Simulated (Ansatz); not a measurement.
`O[AsH2]`. Charge 0, multiplicity 1. All single points use the PBE0-D4/def2-TZVP geometry.

```xyz
5

O     0.686    0.867   -0.117
As   -0.200   -0.621    0.380
H     1.413    0.993    0.497
H    -1.598   -0.018    0.260
H    -0.300   -1.220   -1.021
```

Q: What is the dipole moment at r2SCAN/def2-TZVPP? (Estimate.)

A: Ansatz gave: 1.10 D, with components (0.35, -0.56, 0.88) D in this frame, pointing from negative to positive charge.

Q: And with PBE, B3LYP, ωB97M-V? (An estimate is asked.)

A: The calculation gave: PBE 1.12 D, B3LYP 1.27 D, ωB97M-V 1.27 D.

Q: Give the Mulliken charges with r2SCAN, PBE, B3LYP in def2-TZVPP. (An estimate is asked.)

A: Computed: 
| atom | r2SCAN | PBE | B3LYP |
| --- | --- | --- | --- |
| O1 | -0.44 | -0.39 | -0.43 |
| As2 | 0.29 | 0.24 | 0.29 |
| H3 | 0.20 | 0.19 | 0.18 |
| H4 | -0.03 | -0.01 | -0.02 |
| H5 | -0.03 | -0.01 | -0.02 |

B3LYP here is the variant with VWN-RPA as its local correlation; programs differ in this.
